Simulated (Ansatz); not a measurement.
# Relaxing a trial structure of C5H7BF2

The starting geometry of this gas-phase singlet was optimised with GFN2-xTB; its bonds are those of `C=C(C)C(=C)B(F)F`.

```yaml
atoms:
  - { symbol: C, position_ang: [1.4708, 0.1060, 1.1124] }
  - { symbol: C, position_ang: [0.2220, -0.1807, 0.7542] }
  - { symbol: C, position_ang: [-0.9496, 0.4301, 1.4671] }
  - { symbol: C, position_ang: [-0.0642, -1.1320, -0.3372] }
  - { symbol: C, position_ang: [-1.2294, -1.7974, -0.3945] }
  - { symbol: B, position_ang: [0.9550, -1.3657, -1.4993] }
  - { symbol: F, position_ang: [0.7618, -2.3140, -2.4011] }
  - { symbol: F, position_ang: [2.0333, -0.6434, -1.7351] }
  - { symbol: H, position_ang: [2.3239, -0.3350, 0.6298] }
  - { symbol: H, position_ang: [1.6806, 0.7891, 1.9179] }
  - { symbol: H, position_ang: [-1.4442, -0.3119, 2.0920] }
  - { symbol: H, position_ang: [-0.6202, 1.2449, 2.1055] }
  - { symbol: H, position_ang: [-1.6757, 0.8112, 0.7519] }
  - { symbol: H, position_ang: [-1.4263, -2.4948, -1.1909] }
  - { symbol: H, position_ang: [-2.0062, -1.6839, 0.3422] }
```

Task: Predict what becomes of its bonds when it is optimised with B3LYP/def2-SVP.

Result: It keeps its bonds, and is `C=C(C)C(=C)B(F)F`.

The energy falls by 0.10 eV over 21 steps:

```
step  E − E(last) (eV)
   1             0.100
   3             0.023
   5             0.009
   8             0.002
  10             0.001
  12             0.000
  14             0.000
  17             0.000
  19             0.000
  21             0.000
```

Final geometry (Å):

```xyz
15

C     1.4530    0.3841    0.9418
C     0.2274   -0.1349    0.7276
C    -0.9236    0.2630    1.6223
C    -0.0524   -1.1016   -0.3686
C    -1.2910   -1.6190   -0.5575
B     1.0237   -1.6038   -1.3881
F     0.6924   -2.4739   -2.3351
F     2.2947   -1.2228   -1.3962
H     2.3164    0.1314    0.3278
H     1.6172    1.0919    1.7591
H    -1.3561   -0.6111    2.1386
H    -0.5972    0.9801    2.3882
H    -1.7414    0.7295    1.0468
H    -1.4857   -2.3283   -1.3651
H    -2.1458   -1.3620    0.0732
```

The end wasn't checked by frequencies. Run with Ansatz 0.2.0, 39 s on 4 threads of Intel(R) Xeon(R) Platinum 8488C (Sapphire Rapids), with other jobs on the host.
